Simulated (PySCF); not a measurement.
Si(H)(OH)2(SeH) (H4O2SeSi), SMILES O[SiH](O)[SeH].

Geometry: PBE-D3(BJ)/def2-SVP. This is a generated structure with no PubChem entry under its InChIKey; it may be hypothetical. Other conformers were not sampled.

Two levels are set side by side: PBE/def2-TZVP (PySCF) and r2SCAN/def2-TZVP (PySCF). Same geometry, gas phase. Differences are taken from unrounded values.

| quantity | r2SCAN | PBE | PBE minus r2SCAN |
|---|---|---|---|
| orbital gap (eV) | 5.68 | 5.07 | -0.61 |
| highest occupied level (eV) | -6.45 | -6.16 | 0.29 |
| lowest empty level (eV) | -0.77 | -1.09 | -0.32 |
| dipole moment (D) | 2.11 | 2.06 | -0.05 |
| mean polarisability (bohr³) | 58.4 | 60.5 | 2.1 |

Rough cost on one machine, each run with all the roots and properties that it gave: r2SCAN against PBE about 3 times.
